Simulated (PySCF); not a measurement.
# Stretching BAs⁺

Set-up: PySCF, no relativity, basis sets B def2-TZVPPD, As def2-TZVPPD. Energies in eV from B⁺ + As in their ground configurations at the same level. State: ⁴Σ⁻ (quartet), unpaired electrons σ ↑, π ↑↑.

All columns are M06. A positive dipole points towards As; it is taken about the centre of mass and depends on that origin.

```tsv
R (Å)	E (eV)	μ (D)	Mulliken charge on B (basis-dependent)	HOMO (eV)	LUMO (eV)	Mayer bond order	⟨S²⟩
1.698	-1.970	-1.49	0.61	-14.25	-11.94	1.10	3.75
1.778	-2.452	-1.68	0.63	-14.26	-11.69	1.18	3.75
1.857	-2.710	-1.88	0.63	-14.27	-11.45	1.24	3.75
1.916	-2.798	-2.05	0.62	-14.27	-11.28	1.29	3.75
1.975	-2.821	-2.22	0.61	-14.26	-11.12	1.31	3.75
2.034	-2.796	-2.40	0.60	-14.25	-10.96	1.31	3.75
2.113	-2.711	-2.64	0.59	-14.15	-10.76	1.29	3.75
2.212	-2.558	-2.95	0.59	-13.93	-10.53	1.21	3.76
2.330	-2.349	-3.32	0.60	-13.71	-10.36	1.08	3.76
2.489	-2.082	-3.87	0.63	-13.45	-10.46	0.92	3.76
```

A fit through these points gives, at Re = 1.970 Å, μ = -2.20 D and dμ/dR = -2.96 D/Å; the reduced mass is 9.599 u.

Problem. How strong is the fundamental in the double-harmonic approximation, I = 42.26·(dμ/dR)²/μred km/mol?

Solution. I = 42.26·(-2.96)²/9.599 = 38.6 km/mol at M06.

Spin–orbit coupling is left out. For an ion De counts to the pair picked by the measured ionisation energies or electron affinities, which need not be the lowest pair at this level. The state was picked by a PBE0 search and need not be the measured ground state.
